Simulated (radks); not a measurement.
The numbers below are computed, except where a source is named.
Task: These are the eigenvalues of the occupied orbitals of an atom or ion with whole-number occupations (eV). Code: a radial shooting solver on a logarithmic mesh with Libxc functionals. Model: scalar-relativistic Kohn-Sham, LB94 model potential, spin-polarised, spherical densities, finite nucleus; Fermi nuclear charge, rms radius of each element as measured or else 0.836 A^(1/3) + 0.57 fm.

orbital  eigenvalue
1s down   -38918.44
1s up     -38918.44
2s up     -6213.915
2s down   -6213.906
2p up     -5575.500
2p down   -5575.496
3s up     -1340.687
3s down   -1340.680
3p up     -1136.133
3p down   -1136.124
3d up     -841.1143
3d down   -841.0955
4s up     -273.2489
4s down   -273.2003
4p up     -207.0955
4p down   -207.0554
4d up     -111.1930
4d down   -111.1787
5s down    -43.6444
5s up      -43.4655
5p down    -26.6800
5p up      -26.5400
5d up       -6.7068
6s up       -6.6719
6s down     -6.2952

Which element is it, and in what charge state? The configuration may be excited. Open shells, if any, are filled with parallel spins first.

Result: Z = 57, lanthanum, charge 0: La in [Xe] 5d1 6s2. The list shows which subshells hold electrons but not how many an open one holds; the 1s level, -1430.2 hartree, gives Z - s = 53.5 by -(Z - s)^2/2, which with screening and relativity narrows Z to a few neighbours, and the depths of the outer levels then fix element, charge and occupations together.
